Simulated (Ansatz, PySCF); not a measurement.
Gas-phase reaction in SMILES: [SiH2][SiH2]Cl → [SiH2-][SiH2]Cl (an electron is taken up)
Geometries: B3LYP-D3(BJ)/def2-TZVP minima from Ansatz (a first-principles code), one conformer each, not searched for the lowest.
Geometry of the first species:
```
Si
H 1 1.4791
H 1 1.4817 2 108.94
Cl 1 2.0757 2 108.28 3 116.02
Si 1 2.3307 2 110.38 3 -125.79
H 5 1.4840 1 113.42 2 -177.33
H 5 1.4860 6 110.31 1 128.02
```
Charge 0, spin multiplicity 2.

Wanted: adiabatic electron affinity (0 K, with B3LYP-D3(BJ) harmonic zero-point energies from PySCF), positive where the reaction releases energy, in eV. Valence correlation only, unless marked. UHF or UKS for open shells. Spin-orbit coupling is left out. Non-relativistic. Anions need diffuse functions: aug- sets have them; def2-D sets add few; the other sets have none. Basis-set limits of correlation are two-point, X^-3; Hartree-Fock from the larger set.

CCSD(T)/CBS(aug-cc-pV(T+d)Z,aug-cc-pV(Q+d)Z) (Ansatz) gives 2.19 eV.

Another calculation gave 2.10 eV. Which level was it?
(A) wB97X-V/def2-TZVPD (Ansatz)
(B) r2SCAN0/def2-TZVPD (Ansatz)
(C) B97M-V/def2-TZVPD (Ansatz)

A, wB97X-V/def2-TZVPD (Ansatz). The others give 2.31 (B97M-V), 1.98 (r2SCAN0) eV.
